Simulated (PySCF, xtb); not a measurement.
H3N, SMILES [NH3+], charge +1, multiplicity 2.

Harmonic wavenumbers (cm⁻¹) from GFN2-xTB (xtb 6.7.1) at its own minimum, in rising order: 749, 1198, 1199, 3187, 3236, 3237.

What does PySCF with PBE0-D3(BJ)/def2-TZVPD give at its own minimum? (Estimate from the structure and the level; the computed values follow.)

869, 1529, 1529, 3369, 3545, 3545. Paired by order, the mean absolute difference is 264 cm⁻¹ and the zero-point energies are 18.3 and 20.6 kcal/mol.
